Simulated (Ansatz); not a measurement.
C₂H₆OSeSi, SMILES `CC1(O)[SiH2][Se]1` at its PBE0-D4/def2-TZVP geometry, where that method's forces vanish. Charge 0, multiplicity 1.

```tsv
atom	x (Å)	y (Å)	z (Å)
C1	-0.163	-0.820	-1.065
C2	0.105	-0.196	0.274
O3	-0.012	-1.057	1.337
Si4	-0.173	1.600	0.641
Se5	1.904	0.916	0.254
H6	0.537	-1.638	-1.267
H7	-0.068	-0.094	-1.872
H8	-1.179	-1.230	-1.073
H9	0.480	-1.865	1.146
H10	-0.856	2.417	-0.391
H11	-0.576	1.967	2.016
```

For each bond, give half the difference of the two atoms' forces along it (eV/Å; positive pushes the atoms apart) under PBE-D4, r2SCAN-D4, B3LYP-D4, ωB97M-V in def2-TZVPP. (Best estimate.)

Ansatz gave: 
```tsv
bond	length (Å)	PBE-D4	r2SCAN-D4	B3LYP-D4	ωB97M-V
C1–C2	1.501	-0.10	0.00	0.07	0.17
C1–H6	1.096	0.12	-0.03	-0.05	-0.08
C1–H7	1.089	0.09	-0.04	-0.07	-0.07
C1–H8	1.095	0.11	-0.02	-0.07	-0.10
C2–O3	1.373	0.27	0.20	0.26	0.35
C2–Si4	1.854	0.13	0.00	0.01	-0.16
C2–Se5	2.115	0.30	0.23	0.26	-0.22
O3–H9	0.965	0.41	0.02	-0.05	-0.13
Si4–Se5	2.221	0.32	0.12	0.35	0.03
Si4–H10	1.483	0.03	-0.02	-0.12	-0.12
Si4–H11	1.480	0.03	-0.03	-0.13	-0.13
```

B3LYP here is the variant with VWN-RPA as its local correlation; programs differ in this.
